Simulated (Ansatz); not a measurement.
Consider the formal exchange of groups at the Si–N bond: `[GaH2][NH][SiH2][SiH2][GeH3]` + CH₄ → `[SiH3][SiH2][GeH3]` + `C[NH][GaH2]`.

Calculated with Ansatz (gas phase, PBE0-D4/def2-TZVP geometries, no zero-point term in ΔE). CCSD(T)/CBS adds triple-zeta CCSD(T) − MP2 to the extrapolated MP2 energy (def2 sets, frozen cores). This one scheme is used for every species. For Ga, Ge outer-core shells are correlated without core-valence functions, which leaves a few kJ/mol of doubt a bond. Scalar relativity is left out up to krypton. One conformer a species, not always the lowest.

```json
{"species": "`[GaH2][NH][SiH2][SiH2][GeH3]`", "MP2/def2-QZVPP energy (Eh)": "-4638.44135"}
{"species": "CH₄", "MP2/def2-QZVPP energy (Eh)": "-40.42633"}
{"species": "`[SiH3][SiH2][GeH3]`", "MP2/def2-QZVPP energy (Eh)": "-2658.76837"}
{"species": "`C[NH][GaH2]`", "MP2/def2-QZVPP energy (Eh)": "-2020.04198"}
```

**Question.** Work out ΔE.

**Answer.** ΔE = (-2658.76837) + (-2020.04198) − (-4638.44135) − (-40.42633) = 0.05733 Eh = +1.56 eV. CCSD(T)/CBS gives +1.49 eV.

Largest T1 diagnostic among the species: 0.015.

The D4 term adds +0.21 eV with B3LYP and +0.12 eV with PBE0; it sums over pairs of atoms, weighted by their polarisabilities, and B3LYP, whose exchange is more repulsive, gets the larger term. At CCSD(T), def2-SVP lies −0.28 eV from the extrapolated value and def2-TZVPP −0.03 eV.

B3LYP here is the variant with VWN-RPA as its local correlation; programs differ in this.
